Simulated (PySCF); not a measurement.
C₂H₆B₂O₄, SMILES OB(O)/C=C/B(O)O (PBE0/def2-SVP optimised geometry):

```
14

B     -0.955     2.403    -0.586
O     -0.729     3.351    -1.534
O     -1.979     2.646     0.273
C     -0.086     1.087    -0.501
C     -0.520    -0.086     0.000
B      0.317    -1.426     0.000
O     -0.284    -2.646    -0.015
O      1.675    -1.426     0.000
H     -0.022     3.113    -2.138
H     -2.041     1.983     0.965
H      0.931     1.104    -0.928
H     -1.553    -0.115     0.386
H     -1.242    -2.590    -0.053
H      2.041    -0.543     0.089
```

Method: PBE0/def2-TZVP (PySCF).

### Question
What are the frontier orbital energies and the dipole moment?

### Answer
HOMO-2 -9.43 eV, HOMO-1 -8.74 eV, HOMO -8.42 eV, LUMO -1.67 eV, LUMO+1 0.32 eV; dipole moment 0.17 D.

On the same geometry PBE/def2-TZVP run with PySCF 2.14.0 gives HOMO-2 -7.73 eV, HOMO-1 -7.24 eV, HOMO -7.15 eV, LUMO -2.55 eV, LUMO+1 -0.48 eV; dipole moment 0.14 D.

Meta-Löwdin charges at PBE0/def2-TZVP: B1 0.43, O2 -0.51, O3 -0.51, C4 -0.22, C5 -0.22, B6 0.43, O7 -0.51, O8 -0.51, H9 0.36, H10 0.35, H11 0.10, H12 0.10, H13 0.36, H14 0.35.
